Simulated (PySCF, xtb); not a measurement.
C4H4BNO, SMILES OB1CC=C1C#N. One conformer was computed; it need not be the lowest.

Harmonic wavenumbers (cm⁻¹) from GFN2-xTB run with xtb 6.7.1 at its own minimum, in rising order: 74, 129, 165, 316, 400, 528, 567, 576, 633, 664, 796, 833, 847, 971, 1025, 1060, 1171, 1195, 1215, 1439, 1458, 1616, 2352, 2961, 2986, 3077, 3583.

### Question
What does PBE0-D3(BJ)/def2-SVP in PySCF give at its own minimum? (An estimate is asked for; the answer gives what the named calculation found.)

### Answer
94, 138, 178, 348, 439, 535, 584, 597, 624, 672, 836, 857, 928, 969, 1097, 1104, 1170, 1210, 1275, 1415, 1525, 1664, 2387, 3064, 3116, 3171, 3903. Paired by order, the mean absolute difference is 49 cm⁻¹ and the zero-point energies are 46.7 and 48.5 kcal/mol.
